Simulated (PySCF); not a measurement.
PySCF input file for Zn(Me) (CH3Zn), SMILES [CH3][Zn+], charge +1, TDA-PBE/def2-TZVPD. The structure is a stationary point at B3LYP-D3(BJ)/def2-TZVP. The multiplicity is an assumed one; other spin states were not compared. The isomer is the one that the SMILES or the coordinates give; other isomers of the formula were not compared.

```python
import numpy as np
from pyscf import gto, scf, dft, tdscf

mol = gto.M(
    atom='''
    Zn   -0.00000000    0.00000000   -0.48409751
    C     0.00000000    0.00000000    1.52827866
    H    -0.91428841    0.52786466    1.78441776
    H     0.91428840    0.52786465    1.78441776
    H     0.00000000   -1.05572932    1.78441775
    ''',
    basis='def2-TZVPD',
    charge=1,
    spin=0,
    symmetry=True,
    max_memory=1600,
    verbose=4,
)
mf = dft.RKS(mol, xc='pbe').density_fit(auxbasis='def2-universal-jkfit')
mf.grids.level = 3
mf.conv_tol = 1e-9
mf.max_cycle = 100
mf.kernel()
mf.grids = dft.Grids(mol).set(level=1).build(with_non0tab=True)  # coarser grid for the response kernel
td = tdscf.TDA(mf)
td.singlet = True
td.nstates = 10
td.conv_tol = 1e-4
td.positive_eig_threshold = 1e-6
td.kernel(x0=td.get_init_guess(mf, 15))
td.analyze()
tt = tdscf.TDA(mf)
tt.singlet = False
tt.nstates = 4
tt.conv_tol = 1e-4
tt.positive_eig_threshold = 1e-6
tt.kernel(x0=tt.get_init_guess(mf, 9))
tt.analyze(verbose=3)
```

Log of the run:

```
PySCF version 2.14.0

[INPUT] verbose = 4
[INPUT] num. atoms = 5
[INPUT] num. electrons = 38
[INPUT] charge = 1
[INPUT] spin (= nelec alpha-beta = 2S) = 0
[INPUT] symmetry True subgroup None
[INPUT] Mole.unit = angstrom
[INPUT] Symbol           X                Y                Z      unit          X                Y                Z       unit  Magmom
[INPUT]  1 Zn     0.000000000000   0.000000000000  -0.484097510000 AA    0.000000000000   0.000000000000  -0.914811711484 Bohr   0.0
[INPUT]  2 C      0.000000000000   0.000000000000   1.528278660000 AA    0.000000000000   0.000000000000   2.888028109417 Bohr   0.0
[INPUT]  3 H     -0.914288410000   0.527864660000   1.784417760000 AA   -1.727754693764   0.997519638237   3.372060858210 Bohr   0.0
[INPUT]  4 H      0.914288400000   0.527864650000   1.784417760000 AA    1.727754674867   0.997519619339   3.372060858210 Bohr   0.0
[INPUT]  5 H      0.000000000000  -1.055729320000   1.784417750000 AA    0.000000000000  -1.995039276473   3.372060839313 Bohr   0.0

nuclear repulsion = 76.0032912209507
point group symmetry = C3v, use subgroup Cs
symmetry origin: [-4.84545162e-10 -4.84545156e-10 -3.39181618e-09]
symmetry axis x: [1.52503567e-09 1.00000000e+00 2.51923867e-10]
symmetry axis y: [-6.16913651e-10 -2.51923866e-10  1.00000000e+00]
symmetry axis z: [ 1.00000000e+00 -1.52503567e-09  6.16913651e-10]
num. orbitals of irrep A' = 75
num. orbitals of irrep A" = 40
number of shells = 45
number of NR pGTOs = 183
number of NR cGTOs = 115
basis = def2-TZVPD
ecp = {}


[settings echo left out]
init E= -1818.47728335826
HOMO (A') = -0.266180291201103  LUMO (A') = -0.13924791813136  gap/eV = 3.45401
cycle= 1 E= -1818.41578470191  delta_E= 0.0615  |g|= 1.49  |ddm|= 2.42
HOMO (A') = -0.44886113812565  LUMO (A') = -0.358938143596649  gap/eV = 2.44693
cycle= 2 E= -1817.21169140061  delta_E=  1.2  |g|= 3.43  |ddm|= 4.59
HOMO (A') = -0.535854610691072  LUMO (A') = -0.389373585524005  gap/eV = 3.98595
cycle= 3 E= -1818.67375189828  delta_E= -1.46  |g|= 0.313  |ddm|= 3.16
HOMO (A') = -0.497730779615228  LUMO (A') = -0.367835804789785  gap/eV = 3.53462
cycle= 4 E= -1818.63032131437  delta_E= 0.0434  |g|= 0.398  |ddm|= 0.991
HOMO (A') = -0.512409601681036  LUMO (A') = -0.377727592021454  gap/eV = 3.66488
cycle= 5 E= -1818.68364574349  delta_E= -0.0533  |g|= 0.0401  |ddm|= 0.715
HOMO (A') = -0.510629762478647  LUMO (A') = -0.376464155518967  gap/eV = 3.65083
cycle= 6 E= -1818.68404145601  delta_E= -0.000396  |g|= 0.0081  |ddm|= 0.0486
HOMO (A') = -0.511180823640466  LUMO (A') = -0.377261458312454  gap/eV = 3.64413
cycle= 7 E= -1818.68405244234  delta_E= -1.1e-05  |g|= 0.00117  |ddm|= 0.0133
HOMO (A') = -0.511233046544959  LUMO (A') = -0.377268911115674  gap/eV = 3.64535
cycle= 8 E= -1818.68405280421  delta_E= -3.62e-07  |g|= 0.000373  |ddm|= 0.00316
HOMO (A') = -0.511238285923028  LUMO (A') = -0.377277488591773  gap/eV = 3.64526
cycle= 9 E= -1818.68405285485  delta_E= -5.06e-08  |g|= 4.93e-05  |ddm|= 0.000782
HOMO (A') = -0.511237005081668  LUMO (A') = -0.377278758571251  gap/eV = 3.64519
cycle= 10 E= -1818.68405285555  delta_E= -6.92e-10  |g|= 3.32e-06  |ddm|= 0.000105
HOMO (A') = -0.511236419570327  LUMO (A') = -0.377278372810267  gap/eV = 3.64518
Extra cycle  E= -1818.68405285552  delta_E= 2.5e-11  |g|= 6.38e-06  |ddm|= 1.31e-05
converged SCF energy = -1818.68405285552
tot grids = 20040
Overwritten attributes  positive_eig_threshold  of <class 'pyscf.tdscf.rks.TDA'>


******** <class 'pyscf.tdscf.rks.TDA'> for <class 'pyscf.df.df_jk.DFSymAdaptedRKS'> ********
nstates = 10 singlet
deg_eia_thresh = 1.000e-03
wfnsym = None
conv_tol = 0.0001
eigh lindep = 1e-12
eigh level_shift = 0
eigh max_cycle = 100


Excitation energies (eV)
[5.887082   5.88708412 5.95089147 7.97623321 7.97625009 8.51875826
 8.51876504 8.71200473 8.71200785 8.99326086]

** Singlet excitation energies and oscillator strengths **
Excited State   1:   A"      5.88708 eV    210.60 nm  f=0.0046
      17 -> 20       -0.70664
Excited State   2:   A'      5.88708 eV    210.60 nm  f=0.0046
      18 -> 20        0.70664
Excited State   3:   A'      5.95089 eV    208.35 nm  f=0.5964
      12 -> 20        0.17005
      17 -> 21        0.10342
      18 -> 22        0.10342
      19 -> 20        0.65460
Excited State   4:   A"      7.97623 eV    155.44 nm  f=0.2716
      13 -> 20       -0.19146
      19 -> 21        0.66896
Excited State   5:   A'      7.97625 eV    155.44 nm  f=0.2716
      14 -> 20       -0.19147
      19 -> 22        0.66896
Excited State   6:   A'      8.51876 eV    145.54 nm  f=0.0001
      16 -> 20        0.70673
Excited State   7:   A"      8.51877 eV    145.54 nm  f=0.0001
      15 -> 20       -0.70673
Excited State   8:   A"      8.71200 eV    142.31 nm  f=0.0513
      13 -> 20       -0.67878
      19 -> 21       -0.18013
Excited State   9:   A'      8.71201 eV    142.31 nm  f=0.0514
      14 -> 20       -0.67877
      19 -> 22       -0.18013
Excited State  10:   A'      8.99326 eV    137.86 nm  f=0.0544
      12 -> 20       -0.60549
      17 -> 21        0.23341
      18 -> 22        0.23341
      19 -> 23        0.10584

** Transition electric dipole moments (AU) **
state          X           Y           Z        Dip. S.      Osc.
  1        -0.1783     -0.0000     -0.0000      0.0318      0.0046
  2        -0.0000      0.1783      0.0003      0.0318      0.0046
  3         0.0000     -0.0000      2.0225      4.0906      0.5964
  4        -1.1789      0.0000     -0.0000      1.3899      0.2716
  5         0.0000     -1.1789      0.0000      1.3899      0.2716
  6         0.0000      0.0159      0.0000      0.0003      0.0001
  7        -0.0159     -0.0000      0.0000      0.0003      0.0001
  8         0.4905      0.0000      0.0000      0.2406      0.0513
  9        -0.0000      0.4905     -0.0000      0.2406      0.0514
 10         0.0000     -0.0000      0.4968      0.2468      0.0544

** Transition velocity dipole moments (imaginary part, AU) **
state          X           Y           Z        Dip. S.      Osc.
  1        -0.0301     -0.0000     -0.0000      0.0009      0.0028
  2         0.0000      0.0301      0.0000      0.0009      0.0028
  3         0.0000     -0.0000      0.1080      0.0117      0.0356
  4        -0.1429     -0.0000     -0.0000      0.0204      0.0465
  5         0.0000     -0.1429      0.0000      0.0204      0.0465
  6        -0.0000      0.0021      0.0000      0.0000      0.0000
  7        -0.0021     -0.0000     -0.0000      0.0000      0.0000
  8         0.0744      0.0000      0.0000      0.0055      0.0115
  9        -0.0000      0.0744     -0.0000      0.0055      0.0115
 10         0.0000     -0.0000      0.0690      0.0048      0.0096

** Transition magnetic dipole moments (imaginary part, AU) **
state          X           Y           Z
  1        -0.0000     -0.5413     -0.0000
  2        -0.5413     -0.0000      0.0000
  3         0.0001     -0.0000     -0.0000
  4         0.0000     -0.2011     -0.0000
  5         0.2011     -0.0000     -0.0000
  6        -0.0083      0.0000      0.0000
  7        -0.0000     -0.0083      0.0000
  8        -0.0000     -0.0893     -0.0000
  9         0.0893      0.0000      0.0000
 10         0.0000      0.0000     -0.0000


******** <class 'pyscf.tdscf.rks.TDA'> for <class 'pyscf.df.df_jk.DFSymAdaptedRKS'> ********
nstates = 4 triplet
deg_eia_thresh = 1.000e-03
wfnsym = None
conv_tol = 0.0001
eigh lindep = 1e-12
eigh level_shift = 0
eigh max_cycle = 100


Excitation energies (eV)
[2.91782607 5.4197094  5.41971094 6.53720261]

** Triplet excitation energies and oscillator strengths **
Excited State   1:   A'      2.91783 eV    424.92 nm  f=0.0000
Excited State   2:   A'      5.41971 eV    228.77 nm  f=0.0000
Excited State   3:   A"      5.41971 eV    228.77 nm  f=0.0000
Excited State   4:   A'      6.53720 eV    189.66 nm  f=0.0000
```

The run converged.
